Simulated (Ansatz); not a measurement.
Correlation energies of B2BrFH4Si (`FBB([SiH3])Br`) by basis set

Cartesian coordinates in Å:
```
F 0.505 0.416 -2.655
B -0.451 0.299 -1.744
B -0.185 -0.550 -0.313
Si 0.480 0.191 1.440
Br -0.699 -2.391 -0.384
H -1.504 0.823 -2.002
H 1.565 1.187 1.223
H 0.958 -0.875 2.358
H -0.668 0.900 2.076
```

The species carries charge 0 and has multiplicity 1. Correlated methods include outer-core shells of Br, which these sets cover unevenly. Scalar relativity is left out up to krypton. The geometry is a stationary point of PBE0-D4/def2-TZVP. It is one conformer, not always the lowest. Frozen core, restricted reference, the Gaussian-basis code of Ansatz.

| basis | HF (Eh) | MP2 corr. |
| --- | --- | --- |
| def2-SVP | -3012.01302 | -0.67162 |
| def2-TZVPP | -3012.61149 | -0.83605 |
| def2-QZVPP | -3012.67614 | -1.19977 |

Question: Estimate the CCSD correlation energy and the (T) correction in each basis where they were run (hartree).

Answer: 
```json
{"basis": "def2-SVP", "CCSD corr.": "-0.71777", "(T)": "-0.01779"}
{"basis": "def2-TZVPP", "CCSD corr.": "-0.88111", "(T)": "-0.03088"}
```
